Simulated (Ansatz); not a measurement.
System: YO, net charge 0, doublet state. The spin state was set by rule; other spins were not relaxed. 
Coordinates optimised at B3LYP-D3(BJ)/def2-TZVP (Ansatz, a first-principles code):
```xyz
2

Y      0.0000     0.0000    -0.3067
O      0.0000     0.0000     1.4952
```
Charge 0, spin multiplicity 2.

Basis-set convergence of Hartree-Fock and MP2 correlation energies (hartree) with Ansatz. Cores are frozen in the correlated levels unless marked. UHF or UKS for open shells. Spin-orbit coupling is left out. The frozen core is the preceding noble-gas configuration, with the filled d and f shells of earlier blocks. In def2 rows, elements after Kr have scalar-relativistic effective core potentials.

```
basis        functions       E(HF)  E(corr, MP2)
-----------  ---------  ----------  ------------
def2-SVPD           57  -112.68020      -0.26751
def2-TZVPPD         96  -112.78219      -0.31391
def2-QZVPPD        147  -112.78838      -0.33390
```

Extrapolating the two largest sets (X = 3 and 4) as X^-3: E(corr) = (64·(-0.33390) - 27·(-0.31391))/37 = -0.3485 Eh, an estimate of the basis-set limit. The largest set recovers 95.8 % of it, the smallest 76.8 %.
